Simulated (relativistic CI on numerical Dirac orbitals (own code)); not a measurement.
## Tm⁴⁺: M4,5 absorption edge

Computed with this model: Dirac-Coulomb-Breit CI, orbitals from a KLI potential per configuration, QED by a radiative potential, valence Slater integrals scaled by 0.8, multiplet model of core-to-valence dipole absorption; configurations [Xe] 4f11 → [Ar] 3d9 4s2 4p6 4d10 4f12 5s2 5p6; 80 K; Lorentzian 0.36 eV and Gaussian 0.4 eV FWHM. Energies are those of the free ion, without screening or charge transfer. The branching ratio is the share of the lower-energy edge in the whole absorption, uncertain by about 0.02 where the edges overlap. S is read from ⟨S²⟩ = S(S + 1).

Case free ion, the dichroism is that of the ground state at zero temperature, magnetised by magnetic field 10 T along z. The dichroism I(Δm = −1) − I(Δm = +1), over the sum of the three polarisations, integrates to -0.6184 on the lower edge and -0.0515 on the upper edge. The branching ratio is 0.933.

Use the orbital sum rule with 3 holes to get ⟨Lz⟩.

For a d → f edge ⟨Lz⟩ = 3 × n_h × (sum of both integrals) in this sign convention = -6.03; the ground state itself has ⟨Lz⟩ = -6.04 and ⟨Sz⟩ = -1.46. The rule assumes one radial integral for both edges, which relativistic orbitals only approach.
